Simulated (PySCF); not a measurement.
Job file and geometry (Å, from GFN2-xTB) of an NMR shielding run on SMILES CN(C)[SiH2]O, C2H9NOSi, GIAO PBE0/pcSseg-1 NMR shielding, non-relativistic, gas phase (PySCF); density fitting, a coarse starting grid and PySCF grid level 2 are the driver's defaults:

```
$ OMP_NUM_THREADS=1 python probes_run.py task.json out

{"job": {"kind": "nmr", "xc": "PBE0", "basis": "pcSseg-1"}, "charge": 0, "multiplicity": 1}
C     -1.271080    -1.072319     0.250446
N     -0.220183    -0.106934     0.443593
C     -0.736444     1.234719     0.564970
Si     1.376628    -0.409084    -0.129414
O      2.388541     0.700263     0.491277
H     -1.820001    -0.896360    -0.683366
H     -1.983611    -1.017199     1.078909
H     -0.847641    -2.072193     0.215868
H     -1.311364     1.530935    -0.321315
H     -1.397916     1.300364     1.434990
H      0.084258     1.935643     0.692430
H      1.638554    -0.211913    -1.554025
H      1.674658    -1.762218     0.340514
H      2.424924     0.845824     1.432981
```

Task: Write the output of this run.

Result: 
```
coarse grid: 11528 points
cycle   1  E = -500.6030734117  dE =  4.586e-01  |g| = 7.382e-01  |ddm| = 3.180e+00
cycle   2  E = -500.4885082143  dE =  1.146e-01  |g| = 1.079e+00  |ddm| = 1.401e+00
cycle   3  E = -500.7032985324  dE = -2.148e-01  |g| = 6.981e-02  |ddm| = 9.243e-01
cycle   4  E = -500.7040564458  dE = -7.579e-04  |g| = 3.442e-02  |ddm| = 7.665e-02
cycle   5  E = -500.7043139562  dE = -2.575e-04  |g| = 9.984e-03  |ddm| = 3.843e-02
cycle   6  E = -500.7043328795  dE = -1.892e-05  |g| = 3.212e-03  |ddm| = 1.032e-02
cycle   7  E = -500.7043348905  dE = -2.011e-06  |g| = 3.693e-04  |ddm| = 2.048e-03
final grid: 104896 points
cycle   8  E = -500.7411504589  dE = -2.232e-05  |g| = 8.393e-03  |ddm| = 1.871e-02
cycle   9  E = -500.7411375252  dE =  1.293e-05  |g| = 1.151e-02  |ddm| = 1.611e-02
cycle  10  E = -500.7411660812  dE = -2.856e-05  |g| = 1.266e-03  |ddm| = 9.713e-03
cycle  11  E = -500.7411663900  dE = -3.089e-07  |g| = 1.436e-04  |ddm| = 8.537e-04
cycle  12  E = -500.7411663942  dE = -4.150e-09  |g| = 3.800e-05  |ddm| = 1.391e-04
cycle  13  E = -500.7411663945  dE = -2.814e-10  |g| = 1.271e-05  |ddm| = 5.334e-05
converged SCF energy = -500.7411663945

GIAO shielding tensors (ppm)
atom      isotropic    diamagn.    paramagn.     s11        s22        s33       span
  0 C      149.076     244.870     -95.793    123.530    137.707    185.992     62.461
  1 N      237.734     328.367     -90.633    209.103    240.865    263.235     54.132
  2 C      148.985     245.935     -96.950    122.940    138.847    185.169     62.229
  3 Si     378.764     880.928    -502.164    357.579    363.667    415.046     57.467
  4 O      303.924     388.415     -84.491    270.359    308.643    332.771     62.412
  5 H       29.378      29.835      -0.457     24.715     27.211     36.206     11.491
  6 H       29.253      29.452      -0.198     24.848     26.834     36.078     11.230
  7 H       28.898      30.302      -1.404     24.571     27.117     35.005     10.434
  8 H       29.421      30.252      -0.831     25.102     26.859     36.303     11.201
  9 H       29.368      29.925      -0.557     24.981     26.996     36.128     11.146
 10 H       28.553      31.060      -2.507     23.215     28.607     33.838     10.622
 11 H       26.954      30.307      -3.354     23.244     25.075     32.541      9.297
 12 H       26.861      30.767      -3.906     23.262     25.278     32.045      8.783
 13 H       30.498      32.247      -1.749     22.611     25.828     43.055     20.443
```

Task: Turn these shieldings into chemical shifts. Shifts are taken against calculated references (same method and geometry level): ¹³C (186.93 ppm) and ²⁹Si (349.16 ppm) and ¹H (31.72 ppm) against TMS; NH3 for ¹⁵N (267.73 ppm); ¹⁷O (336.08 ppm) vs H2O.

Result: Averaging equivalent atoms: C 0/2: 37.9; N 1: 30.0; Si 3: -29.6; O 4: 32.2; H 11/12: 4.81; H 5/6/7/8/9/10: 2.57; H 13: 1.22 ppm. Experimental scales use liquid or dissolved standards, which lie at an offset from isolated NH3 (liquid NH3: subtract about 20 ppm) and H2O (liquid H2O: subtract about 36 ppm).

Size and cost of the density-fitted run: 137 basis functions, 41 s wall time (36 s CPU) on 1 thread of an Intel Xeon, shared host; peak memory 0.66 GiB.
